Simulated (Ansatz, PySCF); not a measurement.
C₃H₉NSi₂, SMILES N#CCC[SiH2][SiH3].

The structure is a stationary point at B3LYP-D3(BJ)/def2-SVP. The structure was generated by enumeration, and PubChem lists no compound with its InChIKey, so it may never have been made. Other conformers were not sampled.

Vertical ionisation energy (IE) and electron affinity (EA) in eV. Rows of orbital energies are one-electron estimates. Where ΔSCF, EOM or ADC give a negative EA the extra electron is unbound and the value depends on the basis.

| level | IE | EA |
|---|---|---|
| −ε(HOMO), −ε(LUMO), B3LYP/def2-TZVP (PySCF) | 8.09 | 0.49 |
| −ε(HOMO), −ε(LUMO), PBE/def2-TZVP (PySCF) | 7.16 | 1.13 |
| ΔSCF, PBE0/def2-SVPD (Ansatz), final states of multiplicity 2 and 2 | 10.19 | -1.02 |
| ΔSCF, PBE/def2-SVPD (Ansatz), final states of multiplicity 2 and 2 | 9.84 | -0.81 |

Task: What vertical singlet–triplet gap does ΔSCF give with PBE0/def2-SVPD (Ansatz, an electronic-structure program) and with PBE/def2-SVPD (Ansatz)? (Estimate from the structure and the level; the computed values follow.)

Result: 6.12 and 5.85 eV (triplet above singlet where positive).
